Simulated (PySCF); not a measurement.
Electron correlation in C (carbon, neutral)

[He] 2s2 2p2, high-spin 3P determinant. Calculation: PySCF 2.14, in x2c-QZVPPall; the spin-free X2C one-electron Hamiltonian (Gaussian nucleus). Frozen: nothing; 6 electrons correlated.

| level | correlation energy (mhartree) |
| --- | --- |
| CCSD | -111.89 |
| (T) | -2.57 |
| CCSD(T) | -114.46 |

Diagnostics: T1 = 0.0077, D1 = 0.0187, largest double amplitude 0.093.

Cost of the coupled-cluster step: about 4 core-seconds, for 6 correlated electrons.

This basis was not built for core-valence correlation, so the inner-shell part is incomplete.
